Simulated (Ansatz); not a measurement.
The pair A = H2O (SMILES O) (first 3 atoms), B = CH2F2 (SMILES FCF); geometry from B3LYP-D3(BJ)/def2-TZVP.
(charge 0, multiplicity 1):
| atom | x (Å) | y (Å) | z (Å) |
|---|---|---|---|
| O | 0.2460 | 0.2889 | -0.0521 |
| H | 0.3821 | -0.4711 | -0.6265 |
| H | -0.5411 | 0.0841 | 0.4667 |
| F | 0.6880 | -0.7051 | 3.7462 |
| C | 0.2916 | 0.4397 | 3.1272 |
| F | -0.9607 | 0.2261 | 2.6023 |
| H | 0.9694 | 0.6568 | 2.3031 |
| H | 0.2139 | 1.2339 | 3.8702 |

Cores are frozen in the correlated methods. MP2 and its Hartree–Fock in aug-cc-pVQZ, aug-cc-pVTZ are density fitted.

The values were computed with Ansatz (Gaussian orbitals). Each number belongs to the level named beside it.

The counterpoise-corrected interaction energy is E(AB) − E(A in the pair's basis) − E(B in the pair's basis). Total energies (hartree):

```csv
level,AB,A in the pair's basis,B in the pair's basis
HF/aug-cc-pVTZ,-314.0616481,-76.0602185,-237.9981344
MP2/aug-cc-pVTZ,-315.0231644,-76.3292156,-238.6887366
HF/aug-cc-pVQZ,-314.0832374,-76.0655275,-238.0143933
MP2/aug-cc-pVQZ,-315.1124030,-76.3518971,-238.7550735
MP2/aug-cc-pVDZ,-314.7516833,-76.2615086,-238.4853716
CCSD(T)/aug-cc-pVDZ,-314.7958021,-76.2745581,-238.5163184
```

### Question
Work out the counterpoise-corrected interaction energy at the basis-set limit: extrapolate the MP2 correlation part as X⁻³, take Hartree–Fock from the larger set, and add the CCSD(T) − MP2 difference of aug-cc-pVDZ.

### Answer

1. Differences (1 hartree = 627.509 kcal/mol): HF/aug-cc-pVTZ -2.068; MP2/aug-cc-pVTZ -3.271; HF/aug-cc-pVQZ -2.081; MP2/aug-cc-pVQZ -3.409; MP2/aug-cc-pVDZ -3.014; CCSD(T)/aug-cc-pVDZ -3.091.
2. Correlation parts, MP2 less HF: -1.203 in aug-cc-pVTZ (X = 3), -1.328 in aug-cc-pVQZ (X = 4).
3. Limit (4³·(-1.328) − 3³·(-1.203))/(4³ − 3³) = -1.419; with HF/aug-cc-pVQZ it gives -3.500.
4. CCSD(T) less MP2 in aug-cc-pVDZ: -0.077.
Result: -3.58 kcal/mol, against -3.27 at MP2/aug-cc-pVTZ. It is an estimate of this method's limit, not of the exact value.

Ansatz is a quantum-chemistry and plane-wave program.
